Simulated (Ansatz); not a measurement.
`C1N[SiH2][SiH2]1` and `[SiH3][SiH]1NC[SiH2]1` differ in one atom or group.

Ansatz, PBE0-D4/def2-TZVP geometries, multiplicity 1. 

| property | `C1N[SiH2][SiH2]1` |
| --- | --- |
| HOMO energy (ωB97M-V/def2-TZVPP) / eV | -9.06 |
| size of the dipole moment (B3LYP/def2-TZVPP) / D | 0.97 |
| HOMO–LUMO gap (PBE/def2-TZVPP) / eV | 4.46 |
| LUMO energy (ωB97M-V/def2-TZVPP) / eV | 1.47 |
| HOMO energy (PBE/def2-TZVPP) / eV | -5.43 |
| LUMO energy (PBE0/def2-TZVPP) / eV | -0.13 |

Problem. What does the change do to each property? (An estimate is asked.)

Solution. Computed: 
```
                                        property  `[SiH3][SiH]1NC[SiH2]1`  shift
           HOMO energy (ωB97M-V/def2-TZVPP) / eV                    -8.74   0.32
size of the dipole moment (B3LYP/def2-TZVPP) / D                     1.17   0.20
             HOMO–LUMO gap (PBE/def2-TZVPP) / eV                     3.94  -0.52
           LUMO energy (ωB97M-V/def2-TZVPP) / eV                     1.10  -0.37
               HOMO energy (PBE/def2-TZVPP) / eV                    -5.34   0.09
              LUMO energy (PBE0/def2-TZVPP) / eV                    -0.58  -0.45
```

With PBE0 the HOMO rises by 0.18 eV and the LUMO falls by 0.45 eV, so the gap narrows by about 0.63 eV. PBE moves the HOMO by 0.09 eV and ωB97M-V by 0.32 eV. Dipoles are sizes alone; their direction can turn.

B3LYP here is the variant with VWN-RPA as its local correlation; programs differ in this.
